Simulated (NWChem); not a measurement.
Species: CH₃AlCl₂; SMILES [CH3][Al]([Cl])[Cl]

Computed with NWChem. Pople sets run with spherical d functions. Coordinates come from a PBE-D3(BJ)/def2-SVP optimisation. Ions are spin-unrestricted doublets at the neutral geometry; other ion states weren't tried.

| level | −ε(HOMO) (eV) |
|---|---|
| B3LYP/6-31G* | 8.57 |
| PBE/6-31G* | 7.51 |
| CAM-B3LYP/6-31G* | 10.18 |
| Hartree-Fock/6-31G* | 12.03 |
| LDA (Slater exchange, VWN5)/6-31G* | 7.61 |
